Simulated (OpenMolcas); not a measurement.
# Ir4+: moving the ligands

Ir4+ with 6 ligands (fluoride) in octahedral coordination (Oh) at 1.94 Å. A charge of +0.333 e stands 3.2 Å behind each ligand. Ligand basis ANO-RCC-VDZP.

```
Program             : OpenMolcas
Method              : CASSCF
Basis               : ANO-RCC-VDZP [7s6p4d2f]
Scalar Hamiltonian  : DKH2, point nucleus
Active space        : 5 electrons in 5 orbitals (5d)
State averaging     : 2S+1 = 6 even, 1 root; 2S+1 = 4 even, 24 roots; 2S+1 = 2 even, 75 roots
Spin-orbit coupling : state interaction with AMFI integrals over the reference wave functions
```

Runs around this geometry, states (labels of O, the rotations of Oh). Energies in cm-1 above the lowest state or level, χT in cm3 K/mol; under a threefold ground state the first gap can be a small split of the lowest multiplet, not the spin-orbit step; 10Dq and B are least-squares fits to the states below 45000 cm-1, weighted by degeneracy, with a free offset, and given where the rms deviation is under 5 % of |10Dq| (or 100 cm-1) and under 700 cm-1.

```
R (Å)  Ground state  First state of that spin   10Dq  B (rms of fit)  First gap with spin-orbit (degeneracies)  χT at 300 K  First state of another spin
 1.83           2T2                 2T1 37303  41260       794 (137)                               7565 (2, 4)        0.402              2S+1 = 4: 27616
 1.94           2T2                 2T1 28016  31895       724 (381)                               7944 (2, 4)        0.428              2S+1 = 4: 18121
 1.98           2T2                 2T1 25283  29143       723 (419)                               8051 (2, 4)        0.440              2S+1 = 4: 15338
```

Taking |10Dq| as R^-n, n = -ln(29143 / 41260) / ln(1.98 / 1.83) = 4.4 between the shortest and longest distance. The point-charge formula for a cubic d site gives n = 5.

An orbital triplet at a regular site is open to Jahn-Teller coupling, which can distort the site and quench the lowest spin-orbit gaps and is left out. Without dynamic correlation the repulsion within the d shell is too large (B by tens of per cent), so at a given field states of lower spin stand too high. With metal d orbitals alone the field can be off either way by tens of per cent. Ligand-to-metal charge-transfer states are missing. With no ligand orbital active B as a rule stays too high, so bands that hang on it stand too high and its fall with covalency is understated. The least metal-like active orbital is 70 % on the metal (Löwdin) and no ligand orbital is active, so the numbers are rough (holds for R = 1.83). The least metal-like active orbital is 72 % on the metal (Löwdin) and no ligand orbital is active, so the numbers are rough (holds for R = 1.94; R = 1.98). No measured value stands beside these numbers; the geometry was imposed, not optimised, and the real ion may take another.

A state without a sure symmetry label is named by its multiplicity alone.
